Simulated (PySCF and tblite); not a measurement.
The numbers below are computed, except where a source is named.
C₄H₈F₂Si, numbered as in [F:1][C@@H:2]1[CH2:3][CH2:4][SiH2:5][C@@H:6]1[F:7].

The ensemble was built from 150 distance-geometry starts (ETKDG, MMFF94s, GFN2-xTB) and rests on GFN2-xTB geometries. Energies: PBE0-D3(BJ)/pcSseg-1, with GFN2-xTB thermal terms (modes under about 100 cm⁻¹ blended into free rotors). Symmetry numbers and mirror images are counted. Conformers within 2.5 kcal/mol (GFN2-xTB free energy) were kept, 6 at most. Codes: tblite and PySCF.

Rotational constants are equilibrium values for the commonest isotopes; dipoles come from the energy level named.

The 5-ring runs over atoms 2–3–4–5–6.

| conformer | shape | symmetry | weight % |
| --- | --- | --- | --- |
| 1 | 5-ring envelope (ring torsions -32, 4, 24, -46, 53°) | C1 | 73.2 |
| 2 | 5-ring between envelope and twist (ring torsions 36, -10, -18, 43, -54°) | C1 | 26.8 |

Sets of constants, in random order:

```csv
set,A (MHz),B (MHz),C (MHz),abs μa (D),abs μb (D),abs μc (D)
P,2651,2257,1543,2.34,0.16,1.97
Q,3090,1926,1420,2.42,1.49,1.23
```

**Question.** Match each set to its conformer.

**Answer.** P is conformer 1, Q is conformer 2.


Conformer gaps in pcSseg-1 on xTB geometries can be 2 kcal/mol off for S=O, P=O and other polar bonds.